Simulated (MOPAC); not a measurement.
MOPAC input (PM7):

```
PM7 FORCE THERMO(298,298) PRECISE LET GEO-OK AUX(PRECISION=9) THREADS=1
C3

C     0.00000000 1    0.00000000 1   -1.31696618 1
C    -0.00000000 1   -0.00000000 1   -0.00000010 1
C    -0.00000000 1    0.00000000 1    1.31696629 1
```

Output:

```
 *******************************************************************************
 **                                                                           **
 **                              MOPAC v23.2.5                                **
 **                                                                           **
 *******************************************************************************
 ** MOPAC's Digital Object Identifier: https://doi.org/10.5281/zenodo.6511958 **
 **                                                                           **
 ** Please cite the open-source release paper for use of this MOPAC version:  **
 ** J. E. Moussa and J. J. P. Stewart (2026)                                  **
 ** MOPAC: An open-source semiempirical molecular orbital program             **
 ** J. Open Source Softw., 11(119), 8025, https://doi.org/10.21105/joss.08025 **
 *******************************************************************************

                              PM7 CALCULATION RESULTS

 *******************************************************************************
 *  PM7        - The PM7 Hamiltonian to be used
 *  GEO-OK     - OVERRIDE INTERATOMIC DISTANCE AND OTHER SAFETY CHECKS
 *  LET        - OVERRIDE SOME SAFETY CHECKS
 *  PRECISE    - TIGHTER CRITERIA TO BE USED
 *  FORCE      - FORCE CALCULATION SPECIFIED
 *  AUX        - OUTPUT AUXILIARY INFORMATION
 *  THERMO     - THERMODYNAMIC QUANTITIES TO BE CALCULATED
 *******************************************************************************
PM7 FORCE THERMO(298,298) PRECISE LET GEO-OK AUX(PRECISION=9) THREADS=1
 C3

   ATOM   CHEMICAL          X               Y               Z
  NUMBER   SYMBOL      (ANGSTROMS)     (ANGSTROMS)     (ANGSTROMS)

     1       C          0.00000000  *   0.00000000  *  -1.31696618  *
     2       C         -0.00000000  *  -0.00000000  *  -0.00000010  *
     3       C         -0.00000000  *   0.00000000  *   1.31696629  *

          CARTESIAN COORDINATES

    NO.       ATOM           X           Y           Z

     1         C          0.0000      0.0000     -1.3170
     2         C         -0.0000     -0.0000     -0.0000
     3         C         -0.0000      0.0000      1.3170

 General Reference for PM7:
 "Optimization of Parameters for Semiempirical Methods VI: More Modifications to the
 NDDO Approximations and Re-optimization of Parameters", J. J. P. Stewart, J. Mol. Mod., 1:32, 19 (2013)
 https://link.springer.com/article/10.1007/s00894-012-1667-x

           Empirical Formula: C3  =     3 atoms

      MOLECULAR POINT GROUP   :   D*h

      RHF CALCULATION, NO. OF DOUBLY OCCUPIED LEVELS = 6

          HEAT OF FORMATION =     178.822084 KCALS/MOLE

          CARTESIAN COORDINATE DERIVATIVES

   NUMBER  ATOM         X            Y            Z

     1       C      0.000439    -0.000000    -0.000000
     2       C     -0.002692     0.000000     0.000000
     3       C      0.002252    -0.000000    -0.000000

 DIPOLE           X         Y         Z       TOTAL
 POINT-CHG.     0.000     0.000    -0.000     0.000
 HYBRID         0.000     0.000     0.000     0.000
 SUM            0.000     0.000    -0.000     0.000

          GRADIENT NORM =   0.00354

          MOLECULAR WEIGHT =   36.03

          ROTATIONAL CONSTANTS IN CM(-1)

          A =    0.00000000   B =    0.40461134   C =    0.40461134

           PRINCIPAL MOMENTS OF INERTIA IN UNITS OF 10**(-40)*GRAM-CM**2

          A =        0.0000   B =       69.1843   C =       69.1843

          ORIENTATION OF MOLECULE IN FORCE CALCULATION

    NO.       ATOM         X         Y         Z

     1          C      -1.3170   -0.0000    0.0000
     2          C      -0.0000   -0.0000    0.0000
     3          C       1.3170    0.0000   -0.0000

    FIRST DERIVATIVES WILL BE USED IN THE CALCULATION OF SECOND DERIVATIVES

    FOR POINT-GROUP D*h  THERE ARE 120 UNIQUE SYMMETRY FUNCTIONS.


(To convert to Hartree/Bohr^2, multiply by (10^(-21) x N x a0^2)/(4.184 x 627.51) =  0.0642)

           FORCE MATRIX IN MILLIDYNES/ANGSTROM

                  C  1       C  2       C  3
 ------------------------------------------
     C    1  61.654121
     C    2  60.330132 120.659544
     C    3   1.354129  60.329722  61.654121

          HEAT OF FORMATION =     178.822084 KCALS/MOLE

          ZERO POINT ENERGY      12.660 KCAL/MOL

           NORMAL COORDINATE ANALYSIS (Total motion = 1 Angstrom)

   Root No.       1         2         3         4

                 1 Piu     1 Piu     1 Sig     1 Siu

                 407.7     407.7    2983.2    5057.1

           1    0.0000   -0.0000    0.5000   -0.2500
           2   -0.2500   -0.0025    0.0000   -0.0000
           3    0.0025   -0.2500   -0.0000   -0.0000
           4   -0.0000    0.0000   -0.0000    0.5000
           5    0.5000    0.0051   -0.0000    0.0000
           6   -0.0051    0.5000   -0.0000   -0.0000
           7    0.0000   -0.0000   -0.5000   -0.2500
           8   -0.2500   -0.0025    0.0000   -0.0000
           9    0.0025   -0.2500    0.0000    0.0000

           MASS-WEIGHTED COORDINATE ANALYSIS (NORMAL COORDINATES)

   Root No.       1         2         3         4

                 1 Piu     1 Piu     1 Sig     1 Siu

                 407.7     407.7    2983.2    5057.1

           1    0.0000   -0.0000    0.7071   -0.4082
           2   -0.4082   -0.0047   -0.0000   -0.0000
           3    0.0047   -0.4082   -0.0000   -0.0000
           4   -0.0000    0.0000   -0.0000    0.8165
           5    0.8164    0.0093    0.0000    0.0000
           6   -0.0093    0.8164   -0.0000   -0.0000
           7    0.0000   -0.0000   -0.7071   -0.4082
           8   -0.4082   -0.0047   -0.0000   -0.0000
           9    0.0047   -0.4082    0.0000    0.0000

          DESCRIPTION OF VIBRATIONS

 VIBRATION          2    1Piu        ATOM PAIR     ENERGY CONTRIBUTION    RADIAL
 FREQUENCY           407.74         C 1 -- C 2         +50.0% ( 83.3%)      0.0%
 TRANSITION DIPOLE   1.6098         C 2 -- C 3         +50.0% ( 83.3%)      0.0%
 TRAVEL (Ang.)       0.1659
 REDUCED MASS        6.0055
 EFFECTIVE MASS     12.0110
 FORCE CONSTANT      0.5883

 VIBRATION          3    1Sig        ATOM PAIR     ENERGY CONTRIBUTION    RADIAL
 FREQUENCY          2983.20         C 1 -- C 2         +50.0% ( 70.0%)    100.0%
 TRANSITION DIPOLE   0.0000         C 2 -- C 3         +50.0% ( 70.0%)    100.0%
 TRAVEL (Ang.)       0.0613
 REDUCED MASS        6.0055
 EFFECTIVE MASS     12.0110
 FORCE CONSTANT     31.4893

 VIBRATION          4    1Siu        ATOM PAIR     ENERGY CONTRIBUTION    RADIAL
 FREQUENCY          5057.12         C 2 -- C 3         +50.0% ( 85.1%)    100.0%
 TRANSITION DIPOLE  14.5070         C 1 -- C 2         +50.0% ( 85.1%)    100.0%
 TRAVEL (Ang.)       0.0471
 REDUCED MASS        6.0055
 EFFECTIVE MASS     12.0110
 FORCE CONSTANT     90.4911

      SYMMETRY NUMBER FOR POINT-GROUP D*h =  2

          SYSTEM IS A GROUND STATE

 C3

          MOLECULE IS LINEAR

          THERE ARE  4 GENUINE VIBRATIONS IN THIS SYSTEM
          THIS THERMODYNAMICS CALCULATION IS LIMITED TO
          MOLECULES WHICH HAVE NO INTERNAL ROTATIONS

                    CALCULATED THERMODYNAMIC PROPERTIES
                                          *
   TEMP. (K)   PARTITION FUNCTION   H.O.F.    ENTHALPY  HEAT CAPACITY ENTROPY
                                   KCAL/MOL   CAL/MOLE    CAL/K/MOL  CAL/K/MOL

 298.00  VIB.     0.1351D+01                   378.4595     2.9062     1.8678
         ROT.     0.2559D+03                   592.1869     1.9872    13.0062
         INT.     0.3458D+03                   970.6464     4.8934    14.8740
         TRA.     0.2091D+27                  1480.4672     4.9680    36.6731
         TOT.                      178.822    2451.1135     9.8614    51.5472

   *: NOTE: HEATS OF FORMATION ARE RELATIVE TO THE
            ELEMENTS IN THEIR STANDARD STATE AT 298K
              (=  Standard Enthalpy of Formation).

            Hvib:  Zero-point energy is not included.
                   frequencies of less than zero cm-1 are not included.
            Hrot = (3/2)RT
            Htra = (3/2)RT + pV = (5/2)RT

            Heat capacity is Cp, not Cv

          For more information, see: HTTP://OpenMOPAC.net/Manual/thermochemistry.html

           FORCE CONSTANT IN CARTESIAN COORDINATES (Millidynes/A)

    ATOM   CHEMICAL       X               Y               Z
   NUMBER   SYMBOL  FORCE CONSTANT  FORCE CONSTANT  FORCE CONSTANT

      1       C       61.652972        0.196641        0.196641
      2       C      120.654756        0.784347        0.784347
      3       C       61.652972        0.196641        0.196641

 **********************
 *                    *
 * JOB ENDED NORMALLY *
 *                    *
 **********************

 == MOPAC DONE ==
```
